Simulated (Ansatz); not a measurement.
Coupled-cluster diagnostics for Li₄H₄ (relaxed from a model of (LiH)4 ring, whose bonding it doesn't keep), Ansatz.

Geometry of the singlet (PBE0-D4/def2-TZVP):

```xyz
8

Li   -0.3928   -2.0406    0.4072
H    -1.3094   -1.6010   -0.9392
Li   -1.3328   -0.0726   -1.6491
H    -0.7178    1.4932   -1.5534
Li    0.3858    2.0431   -0.4015
H     1.3077    1.6018    0.9407
Li    1.3402    0.0699    1.6427
H     0.7191   -1.4937    1.5526
```

Correlated methods freeze no core orbitals; core or outer-core shells of Li are correlated, in sets that lack core-valence functions. In CCSD on the charge 1 doublet the largest single amplitude is 0.40, so its Hartree–Fock determinant may place the open shell otherwise than the density functionals do.

Task: Estimate the CCSD(T) correlation energy, the shares of MP2 and (T), T1 and the reference's ⟨S²⟩ for: charge 0, singlet, own geometry in def2-TZVPP; charge 0, singlet, own geometry in def2-TZVPD; charge 1, doublet, vertical in def2-TZVPP; charge -1, doublet, vertical in def2-TZVPD; and the rough time on 4 threads of Arm Neoverse V2 on a shared host.

Result: 
```
                          state       basis  correlation (eV)  MP2 share (%)  (T) share (%)     T1  ⟨S²⟩ (pure)  wall time           remarks
charge 0, singlet, own geometry  def2-TZVPP            -7.828           82.8            0.4  0.003  0.00 (0.00)        4 s                 –
charge 0, singlet, own geometry  def2-TZVPD            -7.355           82.1            0.3  0.004  0.00 (0.00)        2 s                 –
    charge 1, doublet, vertical  def2-TZVPP            -7.023           81.5            1.1  0.091  0.75 (0.75)       20 s  large T1 (0.091)
   charge -1, doublet, vertical  def2-TZVPD            -7.614           81.5            0.6  0.014  0.75 (0.75)        9 s   HOMO above zero
```
Customary marks for T1 are 0.02 (closed shells), 0.045 (open shells) and about 0.05 (3d metals). T1 exceeds 0.02 in 1 of 4 rows and 0.045 in 1; the higher it lies, the less the single-reference result can be trusted.
